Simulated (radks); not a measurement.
Pm3.25+, 57.75 electrons, occupied as [Kr] 4d10 4f(up 2, down 2) 5p6 5s(up 1, down 0.75) (fractional occupations, a model configuration). All-electron calculation, scalar-relativistic Kohn-Sham, r2SCAN, spin-polarised, spherical densities, finite nucleus; meta-GGA in the generalised Kohn-Sham scheme; Fermi nuclear charge, rms radius 4.962 fm. Program: a radial shooting solver on a logarithmic mesh with Libxc functionals.

Normalised radial functions P(r) = r R(r), r in bohr:

r            5s up   4f up
0.0008224   0.0332  0.0000
0.001088    0.0419  0.0000
0.001428    0.0522  0.0000
0.00189     0.0651  0.0000
0.0025      0.0802  0.0000
0.003282    0.0968  0.0000
0.004343    0.1153  0.0000
0.005746    0.1337  0.0000
0.007542    0.1485  0.0000
0.009979    0.1563  0.0000
0.0132      0.1498  0.0001
0.01733     0.1222  0.0002
0.02293     0.0647  0.0005
0.03034    -0.0239  0.0013
0.03982    -0.1285  0.0033
0.05269    -0.2221  0.0083
0.06972    -0.2463  0.0203
0.09151    -0.1516  0.0456
0.1211      0.0679  0.0982
0.1602      0.3016  0.1947
0.2103      0.3496  0.3445
0.2782      0.0845  0.5548
0.3681     -0.3502  0.7884
0.4832     -0.5396  0.9731
0.6394     -0.2036  1.0403
0.846       0.4655  0.9542
1.11        0.9410  0.7665
1.469       0.9454  0.5343
1.944       0.5956  0.3164
2.552       0.2455  0.1548
3.376       0.0575  0.0561
4.467       0.0069  0.0138

5s up: eigenvalue -74.177 eV, 4 radial nodes at r = 0.0284, 0.112, 0.294, 0.700 bohr, <r> = 1.41 bohr, 90 % of the charge inside 2.01 bohr. 4f up: eigenvalue -35.027 eV, 0 radial nodes, <r> = 0.928 bohr, 90 % of the charge inside 1.57 bohr.
